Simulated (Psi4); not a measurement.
H3BO (SMILES BO), singlet, at a GFN2-xTB geometry. Base run: CCSD(T)/def2-TZVP in Psi4.

The Psi4 input:
```
memory 2 GB

molecule mol {
0 1
B    -0.440589   -0.544823    0.063087
H    -0.342800   -1.270403    0.978173
H    -1.267257   -0.704566   -0.765188
O     0.429648    0.454221    0.023073
H     0.375815    1.065317   -0.712999
}

set {
  basis def2-tzvp
  reference rhf
  freeze_core true
}

energy('ccsd(t)')
print_variables()
```

Variants of this job, named by their change:

```csv
change,ΔE vs base (mEh),MP2 correlation (Eh),basis functions,core-seconds (rough)
base,0.000,-0.34112,80,20
method = qcisd(t),-0.375,-0.34112,80,20
method = ccsd,[?],-0.34112,80,20
method = fno-ccsd(t),0.000,-0.34112,80,20
method = mp3,[?],-0.34102,80,5
method = dlpno-mp2,29.787,-0.34098,80,4
method = mp4,-0.507,-0.34112,80,20
method = mp2,29.746,-0.34102,80,4
```

Problem. Complete the blanks.

Solution. 
- method = ccsd, ΔE vs base (mEh): 11.248
- method = mp3, ΔE vs base (mEh): 15.843
